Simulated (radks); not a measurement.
Question: Dy XXXI, configuration [Kr]. Calculated with a radial shooting solver on a logarithmic mesh with Libxc functionals: scalar-relativistic Kohn-Sham, BLYP, spin-polarised, spherical densities, finite nucleus; Fermi nuclear charge, rms radius 5.2218 fm. Some entries of the table are withheld. Estimate them.

orbital,occ.,eigenvalue (hartree),r(max) (bohr),<1/r> (bohr^-1)
1s,2,(1),0.01338,(2)
2s,2,-369.1270,(3),17.34
2p,6,-332.2064,0.06167,16.10
3s,2,-112.3702,0.2144,6.445
3p,6,-101.0208,0.2103,6.050
3d,10,-86.68873,0.1713,5.744
4s,2,-49.24581,0.4682,3.021
4p,6,(4),0.4807,2.848
4d,0,-39.61993,0.4777,2.665
5s,0,-27.59475,0.8594,1.701

Answer: 
(1) 1s eigenvalue (hartree): -2012.567
(2) 1s <1/r> (bohr^-1): 74.55
(3) 2s r(max) (bohr): 0.07602
(4) 4p eigenvalue (hartree): -45.07746
